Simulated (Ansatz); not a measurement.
**Abstraction of F: GeHF3 + CH3Mg → GeHF2 + Mg(CH3)F**

Gas-phase species: GeHF3 `[F][GeH]([F])[F]`, singlet; CH3Mg `[CH3][Mg]`, doublet; GeHF2 `[F][GeH][F]`, doublet; Mg(CH3)F, singlet. A radical takes F: the energy is the difference in strength between the Ge–F bond broken and the Mg–F bond made.

Shapes, held fixed at every level: PBE0-D4/def2-TZVP. Programs: Ansatz 0.2.0. The zero-point and thermal change to 298 K, harmonic and unscaled (PBE0-D4/def2-TZVP), is -2.2 kJ/mol.

| level | kind | ΔH(298 K) (kJ/mol) | less CCSD(T)/def2-TZVPP |
| --- | --- | --- | --- |
| MP2/def2-SVP | perturbation theory | -43.9 | -12.6 |
| MP2/def2-TZVPP | perturbation theory | -32.5 | -1.2 |
| HF/def2-SVP | Hartree–Fock | -38.1 | -6.8 |
| PBE-D4/def2-TZVPP | GGA | -51.0 | -19.7 |
| wB97M-V/def2-TZVPP | range-separated hybrid | -56.9 | -25.6 |
| wB97X-V/def2-TZVPP | range-separated hybrid | -46.9 | -15.6 |
| CCSD/def2-SVP | coupled cluster or CI | -45.6 | -14.3 |
| CCSD(T)/def2-TZVPP | coupled cluster or CI | -31.3 | 0.0 |

The highest level, CCSD(T)/def2-TZVPP, gives ΔH(298 K) = -31.3 kJ/mol; the levels span -56.9 to -31.3. The column of differences is taken from that level and isn't an error. No measured value is set beside it here. Open shells run unrestricted. Relativity is left out for Ge. Outer-core shells of Ge, Mg are correlated, in sets that cover them unevenly. Sets without diffuse functions underbind ionic bonds of s-block metals.
